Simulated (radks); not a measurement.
The numbers below are computed, except where a source is named.
Problem. Species: Ba29+. Configuration: [Ar] 3d9 (the NIST ground configuration). Level of theory: scalar-relativistic Kohn-Sham, SCAN, spin-polarised, spherical densities, finite nucleus; open shells are filled with parallel spins first (spin-orbit coupling, left out, can overturn this in heavy ions); meta-GGA in the generalised Kohn-Sham scheme; Fermi nuclear charge, rms radius 4.8378 fm (a radial shooting solver on a logarithmic mesh with Libxc functionals). Some entries of the table are withheld. Estimate them.

orbital  occ.  eigenvalue (eV)  <r^2> (bohr^2)
1s up       1        -38398.30       0.0008884
1s down     1        -38398.19       0.0008884
2s up       1        -6968.596         0.01411
2s down     1        -6965.678         0.01411
2p up       3        -6358.126         0.01121
2p down     3        -6355.690         0.01121
3s up       1        -2226.799         0.09214
3s down     1        -2222.497         0.09229
3p up       3        -2028.614             (1)
3p down     3        -2024.263             (2)
3d up       5        -1751.931         0.07589
3d down     4        -1746.937         0.07608

Solution. 
(1) 3p up <r^2> (bohr^2): 0.09100
(2) 3p down <r^2> (bohr^2): 0.09117
